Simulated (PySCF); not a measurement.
From a computed spectrum to the compound

A species of 7 atoms with charge 0 has these harmonic modes (PBE0, small Gaussian bases with core potentials, PySCF 2.14.0):

```tsv
cm⁻¹	km/mol	symmetry
87	13.2	
144	1.0	
152	0.7	
267	0.0	
336	274.3	
336	272.8	
468	0.7	
469	0.0	
486	550.5	
631	0.3	
644	224.5	
646	225.7	
4022	190.5	
4022	190.5	
4023	0.0
```

**Question.** Which species is it, and in which structure?

**Answer.** Y(OH)3 (singlet):
```xyz
7

Y     0.0000    0.0000    0.0000
O     2.0272    0.0000    0.0000
H     2.9827    0.0000    0.0000
O    -1.0136    1.7556    0.0000
H    -1.4914    2.5831    0.0000
O    -1.0136   -1.7556    0.0000
H    -1.4913   -2.5831    0.0000
```
Ideal gas at 298.15 K and 1 bar: S = 335.1 J/(mol K), Cp = 106.4 J/(mol K), H − H(0 K) = 21.5 kJ/mol (rigid rotor, harmonic modes, spin degeneracy alone). 
 This is one of several that fit.
